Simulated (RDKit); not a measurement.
RDKit input (UFF):

```python
from rdkit import Chem
from rdkit.Chem import AllChem, rdDetermineBonds

mol = Chem.MolFromXYZFile('mol.xyz')
rdDetermineBonds.DetermineBonds(mol, charge=-1)
print('SMILES', Chem.MolToSmiles(Chem.RemoveHs(mol)))
ff = AllChem.UFFGetMoleculeForceField(mol)
e0 = ff.CalcEnergy()
flag = ff.Minimize(maxIts=5000, forceTol=1e-5)
print(f'energy {e0:.4f} -> {ff.CalcEnergy():.4f} kcal/mol, converged: {flag == 0}')
print(Chem.MolToXYZBlock(mol))
```
mol.xyz:
```
9

O     -1.92322600    -1.18393300    -0.01810100
B     -0.86423500    -0.29074300    -0.20027400
O     -1.08109800     0.71905700    -1.11277600
O      0.27677900    -0.45632000     0.50167800
Si     1.66631900     0.63865800     0.32396600
H     -1.63709700    -1.82770300     0.63752400
H     -0.26018600     1.25589000    -1.13012000
H      1.94540800     0.88004400     1.81614500
H      2.76494500    -0.42616600     0.17588800
```

Output:

```
[04:34:05] UFFTYPER: Warning: hybridization set to SP3 for atom 4
[04:34:05] UFFTYPER: Unrecognized charge state for atom: 4
SMILES O[B-](O)=[O+][SiH2-]
energy 45.7259 -> 3.2387 kcal/mol, converged: True
9

O     -2.132854   -1.011236   -0.162693
B     -0.886838   -0.218618   -0.033842
O     -0.971066    1.261704   -0.176541
O      0.276722   -0.865894    0.207679
Si     1.840168   -0.109339    0.390145
H     -2.112282   -2.019395   -0.071358
H     -0.171285    1.874127   -0.102890
H      2.025691    1.345390    0.292566
H      3.019352   -0.947956    0.650863
```

The dipole moment of an ion depends on the origin.

The geometry given is a B3LYP-D3(BJ)/def2-TZVP minimum.
